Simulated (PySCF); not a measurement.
Partial charges of `CO[SiH2]OCCC#N`

Compound: C4H9NO2Si.
Geometry (PBE0-D3(BJ)/def2-SVP, Å), atoms numbered from 1 in this order:
```xyz
17
C4H9NO2Si angstrom
C     -2.733   -1.340    1.300
O     -2.920   -0.280    0.405
Si    -2.296   -0.147   -1.119
O     -0.772    0.524   -1.138
C      0.379   -0.059   -0.601
C      1.556    0.857   -0.921
C      2.819    0.340   -0.415
N      3.807   -0.097    0.000
H     -2.556   -2.302    0.783
H     -1.878   -1.150    1.973
H     -3.634   -1.451    1.924
H     -2.223   -1.518   -1.717
H     -3.141    0.800   -1.877
H      0.563   -1.062   -1.029
H      0.297   -0.179    0.494
H      1.626    0.991   -2.012
H      1.369    1.851   -0.486
```

Density: PBE0/pcSseg-1 (PySCF); schemes: Mulliken, IAO, Hirshfeld and ESP-fitted. One conformer (not necessarily the lowest) at the PBE0-D3(BJ)/def2-SVP geometry, without solvent, vibrations or thermal averaging.

Question: Do the Mulliken, IAO, Hirshfeld and ESP-fitted schemes agree on where the charge is highest?

Answer: All schemes agree: Mulliken Si3 (+0.974); IAO Si3 (+1.165); Hirshfeld Si3 (+0.451); ESP-fitted Si3 (+0.674).

Question: At which atom do the 4 schemes differ most?

Answer: At Si3: from +0.451 (Hirshfeld) to +1.165 e (IAO), 0.714 e apart.

Question: Which atoms carry the lowest charge in the Mulliken, IAO, Hirshfeld and ESP-fitted schemes?

Answer: The schemes don't all agree: Mulliken O4 (-0.651); IAO O4 (-0.639); Hirshfeld O2 (-0.232); ESP-fitted O4 (-0.508).

Question: Give the atomic charges in each scheme.

Answer: In e:

| atom | environment | Mulliken | IAO | Hirshfeld | ESP-fitted |
| --- | --- | --- | --- | --- | --- |
| C1 | methoxy carbon | -0.032 | -0.191 | -0.030 | -0.132 |
| O2 | silyl ether oxygen | -0.642 | -0.633 | -0.232 | -0.377 |
| Si3 | oxygen-bound silicon | +0.974 | +1.165 | +0.451 | +0.674 |
| O4 | silyl ether oxygen | -0.651 | -0.639 | -0.224 | -0.508 |
| C5 | sp3 carbon bound to oxygen | +0.085 | -0.029 | +0.019 | +0.395 |
| C6 | sp3 carbon next to a nitrile | -0.216 | -0.296 | -0.044 | -0.339 |
| C7 | nitrile carbon | +0.040 | +0.133 | +0.085 | +0.362 |
| N8 | nitrile nitrogen | -0.248 | -0.244 | -0.228 | -0.465 |
| H9 | methyl hydrogen | +0.099 | +0.122 | +0.040 | +0.075 |
| H10 | methyl hydrogen | +0.111 | +0.133 | +0.042 | +0.099 |
| H11 | methyl hydrogen | +0.126 | +0.152 | +0.050 | +0.115 |
| H12 | Si–H hydrogen | -0.149 | -0.176 | -0.085 | -0.117 |
| H13 | Si–H hydrogen | -0.110 | -0.128 | -0.066 | -0.091 |
| H14 | methylene hydrogen | +0.126 | +0.129 | +0.042 | -0.009 |
| H15 | methylene hydrogen | +0.132 | +0.131 | +0.043 | +0.016 |
| H16 | methylene hydrogen | +0.177 | +0.184 | +0.068 | +0.151 |
| H17 | methylene hydrogen | +0.179 | +0.185 | +0.069 | +0.152 |

Mean size of the charges over all atoms: IAO 0.275 e, Mulliken 0.241 e, ESP-fitted 0.240 e, Hirshfeld 0.107 e. Each set sums to the total charge, 0, to within 0.001 e. The Mulliken scheme gives each basis function's population to the atom it is centred on and halves the overlap population of two atoms between them.

Question: How closely do the schemes follow one another over all atoms?

Answer: Correlation coefficient and root-mean-square difference: Mulliken with IAO 0.99, 0.074 e; IAO with Hirshfeld 0.96, 0.245 e; Mulliken with Hirshfeld 0.96, 0.206 e; Hirshfeld with ESP-fitted 0.90, 0.180 e; Mulliken with ESP-fitted 0.87, 0.169 e; IAO with ESP-fitted 0.87, 0.196 e.

Question: Sum the charges by element, for elements with more than one atom.

Answer: 
```json
{"element": "C", "atoms": "4", "Mulliken": "-0.123", "IAO": "-0.383", "Hirshfeld": "+0.030", "ESP-fitted": "+0.286"}
{"element": "O", "atoms": "2", "Mulliken": "-1.293", "IAO": "-1.271", "Hirshfeld": "-0.456", "ESP-fitted": "-0.885"}
{"element": "H", "atoms": "9", "Mulliken": "+0.690", "IAO": "+0.734", "Hirshfeld": "+0.203", "ESP-fitted": "+0.390"}
```
